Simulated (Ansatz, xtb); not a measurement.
Two structures of GeH2S2

We compare I, a singlet given by its coordinates, with II, `[SH][Ge][SH]`, a singlet. Both are isolated molecules in the gas phase, relaxed with PBE0-D4/def2-SVP; the shapes shown needn't be the lowest conformers.

I (Å):

```xyz
5

Ge   -2.0663   -1.3501   -1.0245
S    -1.9149    0.9041    0.0850
S    -0.9992   -0.7331    0.9969
H    -3.1371    0.8704    0.6836
H    -3.4878   -1.5368   -0.2998
```

Close contacts (Å): Ge1–S2 2.52, Ge1–S3 2.37, S2–S3 2.09, Ge1–H5 1.61, S2–H4 1.36.

II (Å):

```xyz
5

Ge    0.3094    1.4073   -0.6916
S    -1.4634    0.0494   -0.9831
S     1.5568    0.2695    0.7987
H    -1.1474   -0.9697   -0.1535
H     0.7944   -0.8302    0.9880
```

Question: Estimate which is lower in electronic energy at CCSD(T)/def2-TZVP, and by roughly how much.

Answer: The CCSD(T)/def2-TZVP calculation puts structure II lower, by 30.5 kcal/mol.

How the difference moves with the method:

| level | geometry | E(II) − E(I) (kcal/mol) | departure from the last row (kcal/mol) | job, with rough time for the two |
| --- | --- | --- | --- | --- |
| GFN2-xTB | GFN2-xTB | −24.7 | +5.8 | optimisation, 0.17 s |
| HF/STO-3G | GFN2-xTB | −27.8 | +2.8 | single point, 0.26 s |
| r2SCAN-D4/def2-SVP | GFN2-xTB | −34.9 | −4.4 | single point, 1.4 s |
| PBE0-D4/def2-SVP | PBE0-D4/def2-SVP | −33.6 | −3.1 | optimisation, 11 s |
| HF/def2-TZVP | PBE0-D4/def2-SVP | −35.4 | −4.9 | part of the CCSD(T) run |
| MP2/def2-TZVP | PBE0-D4/def2-SVP | −30.0 | +0.5 | part of the CCSD(T) run |
| CCSD(T)/def2-TZVP | PBE0-D4/def2-SVP | −30.5 |  | single point, 15 s |

None of the levels shown reverses the order. The largest departure from CCSD(T)/def2-TZVP is that of GFN2-xTB, 5.8 kcal/mol.

With harmonic frequencies from PBE0-D4/def2-SVP (ideal gas, rigid rotor, one conformer each, 298.15 K, 1 atm): the zero-point term adds +0.1 kcal/mol; ΔH is −30.0 and ΔG −30.5 kcal/mol.

The correlated steps freeze 19 core orbitals; the filled d shell of Ge is correlated, in a basis made for valence electrons. Mirror images aren't counted in ΔG. Programs: Ansatz 0.2.0, xtb 6.7.1; the last row on 2 threads of Intel(R) Xeon(R) 6975P-C (Granite Rapids) on a shared host.
